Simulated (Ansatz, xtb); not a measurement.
Relative energy of two structures of CFGeS

Structure I is a doublet given by its coordinates and structure II is a doublet given by its coordinates. Both are isolated molecules in the gas phase, relaxed with BLYP-D3(BJ)/def2-SVP.

I (Å):

```yaml
atoms:
  - { symbol: C, position_ang: [0.8263, -1.3845, -0.8086] }
  - { symbol: F, position_ang: [1.2418, -2.3299, -1.6523] }
  - { symbol: Ge, position_ang: [-0.6752, -0.7460, 0.1991] }
  - { symbol: S, position_ang: [1.8197, -0.1164, -0.2334] }
```

Close contacts (Å): C1–F2 1.33, C1–Ge3 1.92, C1–S4 1.71, Ge3–S4 2.61.

II (Å):

```xyz
4

C     1.1083   -0.6210   -0.4949
F    -0.2471   -2.9370   -1.0009
Ge    1.0905    1.2072   -0.5941
S     1.1969   -2.2018   -0.3756
```

Close contacts (Å): C1–Ge3 1.83, C1–S4 1.59, F2–S4 1.74.

Quicker runs give these differences E(II) − E(I): GFN2-xTB +1.376 eV; HF/STO-3G +2.475 eV (at GFN2-xTB geometries); r2SCAN-D4/def2-SVP +1.348 eV (at GFN2-xTB geometries).

Question: Estimate E(II) − E(I) at the level CCSD(T)/def2-SVP.

Answer: Calculated at CCSD(T)/def2-SVP: E(II) − E(I) = +1.425 eV, so structure I lies lower.

The same difference at several levels:

```json
{"level": "GFN2-xTB", "geometry": "GFN2-xTB", "E(II) − E(I) (eV)": "+1.376", "departure from the last row (eV)": "−0.050", "job, with rough time for the two": "optimisation, 0.074 s"}
{"level": "HF/STO-3G", "geometry": "GFN2-xTB", "E(II) − E(I) (eV)": "+2.475", "departure from the last row (eV)": "+1.049", "job, with rough time for the two": "single point, 5.9 s"}
{"level": "r2SCAN-D4/def2-SVP", "geometry": "GFN2-xTB", "E(II) − E(I) (eV)": "+1.348", "departure from the last row (eV)": "−0.078", "job, with rough time for the two": "single point, 6.9 s"}
{"level": "BLYP-D3(BJ)/def2-SVP", "geometry": "BLYP-D3(BJ)/def2-SVP", "E(II) − E(I) (eV)": "+1.267", "departure from the last row (eV)": "−0.158", "job, with rough time for the two": "optimisation, 46 s"}
{"level": "HF/def2-SVP", "geometry": "BLYP-D3(BJ)/def2-SVP", "E(II) − E(I) (eV)": "+1.529", "departure from the last row (eV)": "+0.104", "job, with rough time for the two": "part of the CCSD(T) run"}
{"level": "MP2/def2-SVP", "geometry": "BLYP-D3(BJ)/def2-SVP", "E(II) − E(I) (eV)": "+1.379", "departure from the last row (eV)": "−0.047", "job, with rough time for the two": "part of the CCSD(T) run"}
{"level": "CCSD(T)/def2-SVP", "geometry": "BLYP-D3(BJ)/def2-SVP", "E(II) − E(I) (eV)": "+1.425", "departure from the last row (eV)": "", "job, with rough time for the two": "single point, 34 s"}
```

The levels shown agree on the order. The largest departure from CCSD(T)/def2-SVP is that of HF/STO-3G, 1.049 eV. MP2 in a larger basis moves the difference by −0.362 eV, a step that isn't added because spin contamination makes open-shell MP2 unreliable in this search.

With harmonic frequencies from BLYP-D3(BJ)/def2-SVP (ideal gas, rigid rotor, one conformer each, 298.15 K, 1 atm): on the last row, ΔE + ΔZPE = +1.389, ΔH = +1.404, ΔG = +1.365 eV.

Open shells are spin-unrestricted, with notable spin contamination under HF/STO-3G, HF/def2-SVP, MP2/def2-SVP, CCSD(T)/def2-SVP. The correlated steps freeze 16 core orbitals; the filled d shell of Ge is correlated, in a basis made for valence electrons. Codes used: Ansatz 0.2.0, xtb 6.7.1; the last row on 1 thread of Arm Neoverse V2 on a shared host.
